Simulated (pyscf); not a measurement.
PySCF, gas phase, ωB97X-D3(BJ)/def2-SVP geometries. MP2 and CC: frozen core, UHF for open shells. ΔMP2 is the change of the MP2 total energy from the triple- to the quadruple-zeta basis.

Problem. What is the homolytic dissociation enthalpy (298 K, CCSD(T)/def2-TZVPP + ΔMP2(QZVPP)) of the Ga–In bond of H₂Ga–InH₂ (SMILES [GaH2][InH2]), to GaH₂• + InH₂•?

Solution. Ga–In to GaH₂• + InH₂•: 61.5 kcal/mol. The radicals are drawn with the spin at the cut bond; how far it spreads was not checked. The CCSD(T) − MP2 part came from Ansatz, without density fitting, on the same reference. The frozen core leaves the outer d or s,p core shells of the metals and heavy elements correlated in the MP2 and CC values, and def2-TZVPP describes them poorly, which can shift differences by a few kcal/mol. Elements up to Kr have no core potential and no relativistic terms here. Elements past Kr carry the def2 core potentials, without spin-orbit coupling.
